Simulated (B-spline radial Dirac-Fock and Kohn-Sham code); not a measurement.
**Core-hole lifetimes of Ru³⁺**

System: Ru³⁺, [Kr] 4d5.

The computed values come from a radial finite-basis atomic code: independent-particle rates on relativistic LDA orbitals of the hole state (multipoles up to L = 3, Coulomb Auger matrix elements, transition energies from Dirac-Fock).

Partial widths are in eV. Coster-Kronig decay leaves a hole in the same principal shell; its rates are the weakest part of the model, often 1.5 to 2.5 times too large and more for N holes. Holes without an open Auger channel, or with an unreliable SCF state, are not listed.

```tsv
hole	radiative	Auger	Coster-Kronig	total	fluorescence yield	lifetime (fs)
K	4.13	1.08	0	5.21	0.793	0.126
L1	0.0560	1.11	5.27	6.43	0.00871	0.102
L2	0.0864	1.65	0.251	1.99	0.0434	0.331
L3	0.0834	1.80	0	1.88	0.0444	0.350
M1	0.00103	0.211	6.10	6.31	0.000163	0.104
M2	0.000908	0.242	3.10	3.34	0.000272	0.197
M3	0.000823	0.250	3.45	3.70	0.000223	0.178
M4	5.99e-05	0.185	0	0.185	0.000324	3.56
M5	5.45e-05	0.190	0	0.191	0.000286	3.45
N1	3.34e-05	0	0.264	0.264	0.000127	2.49
```
